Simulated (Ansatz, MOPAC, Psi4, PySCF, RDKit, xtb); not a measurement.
Noncovalent pair: H2O (SMILES O) (first 3 atoms) with C2H6O (SMILES CCO); geometry from B3LYP-D3(BJ)/def2-TZVP, rigid monomers moved along the line of their centres of mass till H2···O6 is 2.16 Å.
(charge 0, multiplicity 1):
```xyz
12

O     -0.21921     0.30779     0.17249
H      0.30395     0.10224     0.96663
H      0.12509    -0.26415    -0.51973
C     -1.29862     0.39541     3.79835
C     -0.26433    -0.71109     3.71686
O      0.91324    -0.31397     2.99712
H     -2.18966     0.04321     4.32284
H     -1.58814     0.72217     2.79929
H     -0.90921     1.25619     4.34922
H      0.01758    -1.06164     4.71532
H     -0.65665    -1.56384     3.16306
H      1.29260     0.45984     3.42910
```

| level | interaction energy (meV) | cost |
|---|---|---|
| MMFF94 | -206.5 | - |
| UFF | 157.3 | - |
| GFN-FF | -256.1 | - |
| AM1 | -137.6 | - |
| PM3 | -75.8 | - |
| PM6 | -185.6 | - |
| PM7 | -230.5 | - |
| GFN1-xTB | -206.5 | - |
| GFN2-xTB | -218.6 | - |
| HF/STO-3G (no counterpoise) | -167.3 | - |
| HF/3-21G (no counterpoise) | -415.8 | - |
| HF/6-31G* | -204.1 | - |
| HF/6-31G* (no counterpoise) | -260.1 | - |
| HF/aug-cc-pVDZ | -180.8 | - |
| PBE/def2-TZVPPD | -222.9 | ×1 |
| PBE-D3(BJ)/def2-TZVPPD | -257.3 | ×1 |
| PBE-D4/def2-TZVPPD | -254.7 | ×1 |
| BP86/6-31G* (no counterpoise) | -285.8 | - |
| r2SCAN/def2-TZVPPD | -241.0 | ×2 |
| r2SCAN-D3(BJ)/def2-TZVPPD | -254.9 | ×2 |
| r2SCAN-D4/def2-TZVPPD | -253.0 | ×2 |
| B3LYP/6-31G* | -222.3 | - |
| B3LYP/6-31G* (no counterpoise) | -313.7 | - |
| B3LYP/6-311+G** (no counterpoise) | -240.9 | - |
| B3LYP/def2-TZVPPD | -201.2 | ×2 |
| B3LYP-D3(BJ)/def2-TZVPPD | -252.7 | ×2 |
| B3LYP-D4/def2-TZVPPD | -247.7 | ×2 |
| PBE0/def2-TZVPPD | -222.1 | ×1 |
| PBE0-D3(BJ)/def2-TZVPPD | -253.7 | ×1 |
| PBE0-D4/def2-TZVPPD | -251.2 | ×1 |
| M06-2X/6-31G* (no counterpoise) | -336.6 | - |
| wB97X-V/def2-TZVPPD | -249.1 | ×3 |
| wB97M-V/def2-TZVPPD | -246.1 | ×3 |
| MP2/6-31G* | -229.5 | - |
| MP2/6-31G* (no counterpoise) | -334.7 | - |
| MP2/aug-cc-pVDZ | -231.5 | - |
| SCS-MP2/aug-cc-pVDZ | -211.6 | - |
| CCSD/aug-cc-pVDZ | -220.3 | - |
| CCSD(T)/aug-cc-pVDZ | -229.5 | ×20 |
| SAPT0/jun-cc-pV(D+d)Z | -251.3 | - |

The rows run from -415.8 (HF/3-21G (no counterpoise)) to 157.3 meV (UFF). In aug-cc-pVDZ the value moves HF -180.8, MP2 -231.5, CCSD -220.3, CCSD(T) -229.5, a shift of -48.6 from HF to CCSD(T). The dispersion term adds -34.4 in PBE-D3(BJ), -31.8 in PBE-D4, -13.9 in r2SCAN-D3(BJ). The 6 functionals in def2-TZVPPD without D3 or D4 span 47.9, from wB97X-V to B3LYP.

Counterpoise-corrected where a basis set is named; no monomer relaxation. Rows marked so take none. RDKit's UFF carries no charges.

Correlated levels freeze the cores. Rows in 3-21G, 6-311+G**, 6-31G*, STO-3G carry no dispersion term and start afresh at each structure (6-31G* with six Cartesian d functions). MP2/6-31G* freezes PySCF's default core. The state that AM1, PM3, PM6, PM7 reach isn't checked; PM7 holds dispersion and hydrogen-bond terms.

Run with Ansatz (Gaussian orbitals); MOPAC for AM1, PM3, PM6, PM7 (differences of heats of formation); Psi4 for SAPT; PySCF for 3-21G rows, 6-311+G** rows, 6-31G* rows, STO-3G rows, the dispersion terms; RDKit for the force fields; xtb for the GFN methods. Each number belongs to the level named beside it.

Costs are rough ratios of core time to PBE/def2-TZVPPD (about 9 s over the structures, on one shared machine); a dash marks a level with no comparable run of its own.

Ansatz is an electronic-structure program.
